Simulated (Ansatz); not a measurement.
`N[SiH](F)CO`. Total charge 0; spin multiplicity 1.

Cartesian coordinates in Å:
```
N -1.0711 1.3515 -0.0054
Si 0.5308 0.8107 -0.0825
F 1.2309 1.0135 -1.5144
C 0.4986 -1.0286 0.2964
O -0.6475 -1.5834 -0.3388
H -1.3324 2.3200 -0.0722
H -1.8046 0.7298 -0.3081
H 1.3819 1.5737 0.8606
H 0.4613 -1.1649 1.3867
H 1.4266 -1.4962 -0.0597
H -0.6746 -2.5263 -0.1626
```

(1) List the harmonic frequencies (cm⁻¹, unscaled) at PBE0-D4/def2-TZVP in Ansatz. (Best estimate.)

(2) Is this a minimum?

(3) Give the ideal-gas thermochemistry at 298.15 K and 1 bar (rigid rotor, harmonic oscillator; point group C1, symmetry number 1).

## Answers

(1) Computed: 71, 165, 194, 261, 293, 317, 401, 425, 629, 735, 783, 835, 883, 918, 953, 1070, 1189, 1235, 1382, 1479, 1570, 2246, 2999, 3042, 3609, 3711, 3864.

(2) Yes, all 27 modes are real.

(3) Zero-point energy 210.9 kJ/mol; H(298) − E = 232.6 kJ/mol; entropy 346.7 J/(mol·K), of which translation 165.7, rotation 111.0, vibration 70.0; G(298) − E = 129.3 kJ/mol. Modes under 100 cm⁻¹ are hindered rotations or soft bends, so the harmonic entropy is rough.
